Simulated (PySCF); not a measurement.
## Zn+ (zinc, charge +1): UHF calculation

Configuration: [Ar] 3d10 4d1, 2D determinant (an excited configuration). Computed with PySCF 2.14 in x2c-TZVPPall with one added diffuse shell each of s, p, d, f type (7s6p5d3f1g, 80 functions), with the spin-free X2C one-electron Hamiltonian (Gaussian nucleus).

```json
{
 "Total energy": "-1793.560883 hartree",
 "One-electron energy": "-2488.4094 hartree",
 "Hartree (Coulomb) energy": "765.1521 hartree",
 "Exchange energy": "-70.3036 hartree",
 "⟨S²⟩": "0.7500",
 "⟨L²⟩": "6.000",
 "Sum of ⟨r⟩": "21.56 bohr",
 "Sum of ⟨r²⟩": "48.92 bohr²",
 "Traceless quadrupole moment −½Σ⟨3z² − r²⟩ along its main axis": "9.73 e·bohr²",
 "Langevin diamagnetic susceptibility": "-38.7 ×10⁻⁶ cm³/mol"
}
```

```
shell  electrons  mean orbital energy (eV)  spread (eV)  rms radius, mean of both spins (bohr)
 1s α          1                   -9745.0            0                                 0.0580
 1s β          1                   -9745.0            0                                 0.0580
 2s α          1                   -1248.3            0                                  0.244
 2s β          1                   -1248.2            0                                  0.244
 2p α          3                   -1079.8        0.007                                  0.219
 2p β          3                   -1079.8        0.029                                  0.219
 3s α          1                   -172.61            0                                  0.732
 3s β          1                   -172.58            0                                  0.732
 3p α          3                   -120.57        0.013                                  0.777
 3p β          3                   -120.54        0.055                                  0.777
 3d α          5                   -35.807        0.172                                  0.985
 3d β          5                   -35.759        0.070                                  0.985
 4d α          1                    -5.799            0                                   5.84
```

The outer electron is Rydberg-like, and this basis confines it to a smaller radius and binds it less than a complete one would.

Densities and radii are taken from the X2C orbitals without a picture-change correction, which distorts them close to the nucleus.

Spin-orbit constants ζ (cm⁻¹) from the X2C one-electron operator on these orbitals: bare nucleus, nucleus screened by l(l+1)(2l+1)/3 electrons, and screened by the Breit-Pauli mean field of the electrons.

```tsv
shell	bare	screened nucleus	mean field
2p	133400	124500	120400
3p	16800	15680	15070
3d	1656	1104	1005
4d	21.04	14.02	11.95
```

To first order the Landé constant is A = 11.95 cm⁻¹, so the lowest level has J = 3/2 and lies 0.00222 eV below the centre of the term.
